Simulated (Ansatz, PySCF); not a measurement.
Gas-phase reaction (SMILES): C[SiH](C)[SiH2]Cl + 3 [SiH4] (SiH4) → 2 C[SiH3] [methylsilane] + [SiH3]Cl [chlorosilane] + [SiH3][SiH3]; bond separation energy.

Structures are relaxed separately at B3LYP-D3(BJ)/def2-TZVP in Ansatz (an electronic-structure program), one conformer each, not searched for the lowest. Cores are frozen in the correlated levels unless marked. Spin-orbit coupling is left out. No relativistic terms. CBS marks a two-point X^-3 extrapolation of the correlation energy; Hartree-Fock from the larger set. The bracket is a focal-point correction in the basis named. Thermal terms are rigid-rotor harmonic-oscillator values from B3LYP-D3(BJ) frequencies (PySCF) at 298.15 K and 1 atm. 1 Eh = 627.5095 kcal/mol.

| species | E, RI-MP2/CBS(cc-pV(T+d)Z,cc-pV(Q+d)Z)+[CCSD(T)-MP2]/cc-pV(T+d)Z (Ansatz) (Eh) | E, PBE0-D4/def2-TZVPD (Ansatz + dftd4) (Eh) | H - E (Eh) |
|---|---|---|---|
| C[SiH](C)[SiH2]Cl | -1119.52126 | -1120.46015 | 0.11155 |
| C[SiH3] | -330.73641 | -331.05339 | 0.06602 |
| [SiH3]Cl | -750.69114 | -751.28173 | 0.03058 |
| [SiH3][SiH3] | -581.73935 | -582.34257 | 0.05489 |
| [SiH4] (SiH4) | -291.46100 | -291.75741 | 0.03520 |

Task: Work out ΔE and ΔH at 298.15 K at the first level, then ΔH at the second.

Result: 
1. ΔE = [2×(-330.73641) + (-750.69114) + (-581.73935)] - [(-1119.52126) + 3×(-291.46100)] = 0.00095 Eh = 0.6 kcal/mol at RI-MP2/CBS(cc-pV(T+d)Z,cc-pV(Q+d)Z)+[CCSD(T)-MP2]/cc-pV(T+d)Z.
2. The terms H - E add up to 0.00036 Eh, so ΔH = (0.00095 + (0.00036))×627.5095 = 0.8 kcal/mol.
3. At PBE0-D4/def2-TZVPD the same steps give ΔE = 0.8 and ΔH = 1.0 kcal/mol, a shift of +0.2 from the first level.
4. These values are not checked against measurement here, since the tables used lack a sound gas-phase enthalpy of formation for at least one species.
